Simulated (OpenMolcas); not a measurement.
**Tc2+: input and output**

Tc2+ among 6 point charges of -1.1 e arranged as an octahedron (Oh), 2.22 Å from the ion. With inversion symmetry the input lists one of each pair of outer charges.

Input:

```
&GATEWAY
Coord
1

Tc 0.0 0.0 0.0
Basis=ANO-RCC-VDZP
Group=XYZ
NoMove
AngMom=0.0 0.0 0.0
AMFI
XField
3 Angstrom 0
2.220000 0.000000 0.000000 -1.100000
0.000000 2.220000 0.000000 -1.100000
0.000000 0.000000 2.220000 -1.100000
&SEWARD
* reference wave functions (RASSCF and RASSI steps not shown): 5 electrons in 5 orbitals (4d)
>>> COPY JOB001 $Project.JobIph
&CASPT2
Multistate=1 1
Frozen=8 6
IPEA=0.25
Imaginary=0.1
MaxIter=60
WThr=0.0 0.3 0.05
PrWF=0.5
NoMix
>>> COPY JOB002 $Project.JobIph
&CASPT2
Multistate=24 1 2 3 4 5 6 7 8 9 10 11 12 13 14 15 16 17 18 19 20 21 22
23 24
NoMult
Frozen=8 6
IPEA=0.25
Imaginary=0.1
MaxIter=60
WThr=0.0 0.3 0.05
PrWF=0.5
NoMix
>>> COPY JOB003 $Project.JobIph
&CASPT2
Multistate=75 1 2 3 4 5 6 7 8 9 10 11 12 13 14 15 16 17 18 19 20 21 22
23 24 25 26 27 28 29 30 31 32 33 34 35 36 37 38 39 40 41 42 43 44 45 46
47 48 49 50 51 52 53 54 55 56 57 58 59 60 61 62 63 64 65 66 67 68 69 70
71 72 73 74 75
NoMult
Frozen=8 6
IPEA=0.25
Imaginary=0.1
MaxIter=60
WThr=0.0 0.3 0.05
PrWF=0.5
NoMix
```

Launched by
```bash
OMP_NUM_THREADS=1 MOLCAS_MEM=1689 MOLCAS_PROJECT=a pymolcas a.inp > a.log  # once for each step of the input, in one work folder
```

Output, cut to the results:

```
--- CASPT2 ---
Orbital specifications:
      -----------------------

      Symmetry species                           1   2
                                                ag  au
      Frozen orbitals                            8   6
      Inactive orbitals                          1   3
      Active orbitals                            5   0
      Secondary orbitals                         7  13
      Deleted orbitals                           0   0
      Number of basis functions                 21  22
Type of calculation                        SS-CASPT2
      Fock operator                              state-specific
      IPEA shift                                 0.25
      Real shift                                 0.00
      Imaginary shift                            0.10
      The input orbitals will be transformed to quasi-canonical
Reference energy:       -4284.9066571777
      E2 (Non-variational):      -0.2436113608
      Shift correction:          -0.0001693932
      E2 (Variational):          -0.2437807540
      Total energy:           -4285.1504379317
      Residual norm:              0.0000004181
      Reference weight:           0.94318
      Contributions to the CASPT2 correlation energy
      Active & Virtual Only:         -0.0542859141
      One Inactive Excited:          -0.1197854948
      Two Inactive Excited:          -0.0695399518
::    CASPT2 Root  1     Total energy:  -4285.15043793
--- CASPT2 ---
Orbital specifications:
      -----------------------

      Symmetry species                           1   2
                                                ag  au
      Frozen orbitals                            8   6
      Inactive orbitals                          1   3
      Active orbitals                            5   0
      Secondary orbitals                         7  13
      Deleted orbitals                           0   0
      Number of basis functions                 21  22
Type of calculation                        SS-CASPT2
      Fock operator                              state-specific
      IPEA shift                                 0.25
      Real shift                                 0.00
      Imaginary shift                            0.10
      The input orbitals will be transformed to quasi-canonical
Reference energy:       -4284.8130072675
      E2 (Non-variational):      -0.2537664990
      Shift correction:          -0.0002219822
      E2 (Variational):          -0.2539884812
      Total energy:           -4285.0669957487
      Residual norm:              0.0000004970
      Reference weight:           0.93919
      Contributions to the CASPT2 correlation energy
      Active & Virtual Only:         -0.0606517960
      One Inactive Excited:          -0.1204362991
      Two Inactive Excited:          -0.0726784039
Reference energy:       -4284.8130072675
      E2 (Non-variational):      -0.2537657048
      Shift correction:          -0.0002219844
      E2 (Variational):          -0.2539876892
      Total energy:           -4285.0669949567
      Residual norm:              0.0000004971
      Reference weight:           0.93919
      Contributions to the CASPT2 correlation energy
      Active & Virtual Only:         -0.0606507484
      One Inactive Excited:          -0.1204365679
      Two Inactive Excited:          -0.0726783885
::    CASPT2 Root  1     Total energy:  -4285.06699575
::    CASPT2 Root  2     Total energy:  -4285.06699496
::    CASPT2 Root  3     Total energy:  -4285.06648448
::    CASPT2 Root  4     Total energy:  -4285.05681333
::    CASPT2 Root  5     Total energy:  -4285.05682702
::    CASPT2 Root  6     Total energy:  -4285.05671826
::    CASPT2 Root  7     Total energy:  -4285.05131340
::    CASPT2 Root  8     Total energy:  -4285.05151395
::    CASPT2 Root  9     Total energy:  -4285.04969331
::    CASPT2 Root 10     Total energy:  -4285.03967750
::    CASPT2 Root 11     Total energy:  -4285.03959029
::    CASPT2 Root 12     Total energy:  -4285.03966000
::    CASPT2 Root 13     Total energy:  -4285.03254643
::    CASPT2 Root 14     Total energy:  -4285.03246168
::    CASPT2 Root 15     Total energy:  -4285.01931034
::    CASPT2 Root 16     Total energy:  -4285.01964436
::    CASPT2 Root 17     Total energy:  -4285.01965312
::    CASPT2 Root 18     Total energy:  -4284.98929196
::    CASPT2 Root 19     Total energy:  -4284.98875407
::    CASPT2 Root 20     Total energy:  -4284.98893906
::    CASPT2 Root 21     Total energy:  -4284.98518262
::    CASPT2 Root 22     Total energy:  -4284.97374258
::    CASPT2 Root 23     Total energy:  -4284.97374532
::    CASPT2 Root 24     Total energy:  -4284.97374772
--- CASPT2 ---
Orbital specifications:
      -----------------------

      Symmetry species                           1   2
                                                ag  au
      Frozen orbitals                            8   6
      Inactive orbitals                          1   3
      Active orbitals                            5   0
      Secondary orbitals                         7  13
      Deleted orbitals                           0   0
      Number of basis functions                 21  22
Type of calculation                        SS-CASPT2
      Fock operator                              state-specific
      IPEA shift                                 0.25
      Real shift                                 0.00
      Imaginary shift                            0.10
      The input orbitals will be transformed to quasi-canonical
Reference energy:       -4284.7757967507
      E2 (Non-variational):      -0.2555575986
      Shift correction:          -0.0001978257
      E2 (Variational):          -0.2557554243
      Total energy:           -4285.0315521751
      Residual norm:              0.0000007993
      Reference weight:           0.93962
      Contributions to the CASPT2 correlation energy
      Active & Virtual Only:         -0.0606332971
      One Inactive Excited:          -0.1229706639
...
```

Spin-orbit levels above the lowest (labels of O, the rotations of Oh), with the averaged single-state CASPT2 energies on the diagonal:

```
E (cm-1)  Degeneracy  Label      2S+1               g
       0           2     Γ7         6  3.33 3.33 3.33
       0           4     Γ8         6                
   18040           2     Γ7         4  2.34 2.34 2.34
   18220           4     Γ8         4                
   18330           4     Γ8         4                
   18510           2     Γ6         4  2.83 2.83 2.83
   20170           2     Γ7         4  1.83 1.83 1.83
   20400           4     Γ8         4                
   20720           2     Γ6         4  4.06 4.06 4.06
   20750           4     Γ8         4                
   21680           2     Γ7         4  2.22 2.22 2.22
   21710           4     Γ8         4                
   21770           2     Γ6         4  1.35 1.35 1.35
   22090           4     Γ8         4                
   23820           4     Γ8         4                
   23970           2     Γ6         4  2.08 2.08 2.08
   24450           4     Γ8         4                
   24830           2     Γ7         4  3.59 3.59 3.59
   25400           2     Γ7  2 (78 %)  2.69 2.69 2.69
   25700           2     Γ7  4 (87 %)  1.91 1.91 1.91
```

Roots that are degenerate in the reference are averaged as groups; the widest CASPT2 spread within a group is 150 cm-1 (the 3-fold group of multiplicity 2 near 32800 cm-1 above the lowest state of its run). Shifts and gaps below about the spread of the groups concerned are not significant. Point charges give a weaker field than real ligands, and real ions of this kind are as a rule low spin; the high spin found here belongs to the model. Free-ion shares, where given, are those of the reference states; single-state CASPT2 does not remix them. This is an electrostatic model: the charges have no orbitals. No measured value stands beside these numbers.

The CASPT2 steps took 4.1 s on 1 thread of Intel(R) Xeon(R) 6975P-C (Granite Rapids), with other jobs on the host; the integral step is not counted.
